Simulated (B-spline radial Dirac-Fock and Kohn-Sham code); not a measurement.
**The Kα1 (K-L3) line from Ne to Zn**

Method: Dirac-Fock energy differences between relaxed states, corrected for Breit and QED terms. Computed with a radial finite-basis atomic code. Free neutral atoms. Correlation energy is missing from these numbers.

The screening constant σ is defined by E = 0.7500·Ry·(Z − σ)², the hydrogen-like form of Moseley's law.

```tsv
Z	element	computed (eV)	tabulated (eV)	√E	σ
10	Ne	849.5	848.5	29.15	0.88
12	Mg	1254.5	1253.6	35.42	0.91
13	Al	1487.5	1486.9	38.57	0.93
14	Si	1740.8	1740.0	41.72	0.94
15	P	2014.5	2010.2	44.88	0.95
18	Ar	2957.7	2957.4	54.38	0.98
19	K	3313.7	3313.8	57.56	0.98
20	Ca	3690.6	3691.7	60.75	0.98
21	Sc	4089.5	4090.6	63.95	0.98
22	Ti	4509.5	4510.9	67.15	0.98
23	V	4950.7	4952.2	70.36	0.97
24	Cr	5413.8	5414.7	73.58	0.97
25	Mn	5896.7	5898.7	76.79	0.96
26	Fe	6401.8	6403.9	80.01	0.95
27	Co	?	?	?	?
28	Ni	7476.5	7478.1	86.47	0.93
29	Cu	8047.2	8047.8	89.71	0.92
30	Zn	8638.1	8638.9	92.94	0.90
```

Question: Estimate the missing row, Co.

Answer: Computed 6928.4 eV, tabulated 6930.3 eV, √E = 83.24, σ = 0.94.

Tabulated energies: xraylib 4.2 line table, elements in their standard states.
